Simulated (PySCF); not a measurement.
Saddle point of GaH5O3, closed shell (GaH₃O₃ ([OH][Ga]([OH])[OH]) + H₂ → GaH₃O₂ ([OH][GaH][OH]) + H₂O (still joined by a long Ga–O bond); bonds formed: Ga1–H6, O2–H5; bonds broken: H5–H6; bonds weakened to dative contacts: Ga1–O2), PBE0-D4/def2-TZVP structure:

```csv
atom,x (Å),y (Å),z (Å)
Ga1,-0.1318,-0.4512,0.1659
O2,0.2004,1.0000,-1.0860
O3,1.2937,-1.2515,0.8646
O4,-1.5729,-1.4133,-0.2061
H5,-0.1227,1.4085,0.0929
H6,-0.4695,1.1573,1.0020
H7,1.1033,1.1564,-1.3813
H8,1.8981,-0.6583,1.3129
H9,-2.1986,-0.9480,-0.7650
```

Energies are electronic, without zero-point energy. Barriers and step energies count from the start structure reached by relaxing down the imaginary mode; all methods use the PBE0-D4 structures, on which another method's saddle can fall below an end. Computed with PySCF 2.14 with density fitting (its default auxiliary sets; JK sets also for MP2 and CCSD(T)) (basis: def2-TZVPP, with def2-QZVPP for the basis limit); correlated methods freeze the cores. Filled d shells of the heavier atoms are correlated. The def2 sets are not built for correlating such inner shells, so the correlated values are less sure here. B3LYP uses VWN-RPA correlation. Extrapolation: Hartree–Fock as exp(−7.88 √X), correlation as X^−2.97.

```json
{"method": "SPW92", "barrier (kJ/mol)": "52.4", "step energy (kJ/mol)": "-52.4"}
{"method": "PBE-D4", "barrier (kJ/mol)": "?", "step energy (kJ/mol)": "-25.9"}
{"method": "r2SCAN-D4", "barrier (kJ/mol)": "91.3", "step energy (kJ/mol)": "-27.4"}
{"method": "PBE0-D4", "barrier (kJ/mol)": "91.9", "step energy (kJ/mol)": "-32.7"}
{"method": "B3LYP-D4", "barrier (kJ/mol)": "?", "step energy (kJ/mol)": "-24.2"}
{"method": "BHLYP-D4", "barrier (kJ/mol)": "113.4", "step energy (kJ/mol)": "-31.1"}
{"method": "wB97M-V", "barrier (kJ/mol)": "104.2", "step energy (kJ/mol)": "-31.5"}
{"method": "HF", "barrier (kJ/mol)": "?", "step energy (kJ/mol)": "-24.5"}
{"method": "MP2", "barrier (kJ/mol)": "109.9", "step energy (kJ/mol)": "-19.2"}
{"method": "CCSD", "barrier (kJ/mol)": "114.8", "step energy (kJ/mol)": "-26.6"}
{"method": "CCSD(T)", "barrier (kJ/mol)": "109.2", "step energy (kJ/mol)": "-25.1"}
```

Problem. Fill in the withheld barriers. (An estimate is asked for; the value comes from the calculation.)

Solution. By the calculation: HF 144.9; B3LYP-D4 104.2; PBE-D4 84.5 kJ/mol. Each is the energy of the saddle less that of the start structure, by the same method.

For comparison, the barrier by CCSD(T) at an estimated basis limit (MP2 extrapolated from triple and quadruple zeta, plus CCSD(T) − MP2 in triple zeta) is 111.0 kJ/mol.

The T1 diagnostic stays at or below 0.014.

Labels in which every atom is bracketed show which atoms are joined, not bond orders.

For scale, one of the runs: CCSD(T)/def2-TZVPP, 211 basis functions, launched by `OMP_NUM_THREADS=4 python run.py`. Hardware: 4 CPU threads of an Arm Neoverse V2, shared host. Wall time 14 min; peak host memory 4 GiB.
